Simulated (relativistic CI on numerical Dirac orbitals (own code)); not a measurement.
What each ingredient does to the levels of Ge XIX

Base calculation: Dirac-Coulomb-Breit CI, orbitals from a KLI potential per configuration, a model potential for QED, unscaled Slater integrals.

CI space (outside the closed core [Ne]): 3s2 3p2, 3s 3p3, 3s2 3p 3d, 3p4, 3s 3p2 3d, 3p3 3d, 3s 3p 3d2, 3s2 3d 4p, 3s2 3p 4s, 3p3 4s, 3p3 4p, 3s 3p 3d 4s, 3s2 3p 4p, 3s2 3d2, 3s 3d3, 3p2 3d2, 3p 3d3, 3p 3d2 4s, 3p 3d2 4p, 3s2 3d 4s, 3s 3d2 4s. Double excitations out of closed p, d and f shells are left out; levels of such configurations are missing from the list, as are those of other unlisted configurations, and high levels can miss mixing partners.

The lowest level and the first level of each name with at least 55 % of one term (blank where a level has no safe partner in the second run):

```csv
Level,Base (cm⁻¹),Shift (cm⁻¹)
3s2 3p2 3P_0,0,0
3s2 3p2 3P_1,33548,+13
3s2 3p2 3P_2,53685,+14
3s2 3p2 1D_2,110208,+22
3s2 3p2 1S_0,171183,+24
3s 3p3 5S°_2,344611,+195
3s 3p3 3D°_1,444260,+164
3s 3p3 3D°_2,445947,+163
3s 3p3 3D°_3,458983,+161
3s 3p3 3P°_0,513127,+181
3s 3p3 3P°_1,517136,+177
3s 3p3 3S°_1,626328,+233
3s2 3p 3d 3F°_2,633345,-69
3s2 3p 3d 3F°_3,652053,-85
```

At this charge energies of transitions that change n are usually good to better than 1 %, and those within a shell (Δn = 0) to a few per cent.

Problem. One thing was changed in a second run, which moved the levels as shown. Which?
A. configuration mixing switched off
B. Breit term removed
C. one mean potential for all configurations
D. QED terms removed

Solution. C. One mean potential for all configurations. One potential for all configurations removes the relaxation of the orbitals, which moves whole configurations and changes the integrals a little.

LS names give the leading component of a level, which can be under half, so a name can repeat, a term be missing and a line seem to break the LS rules.
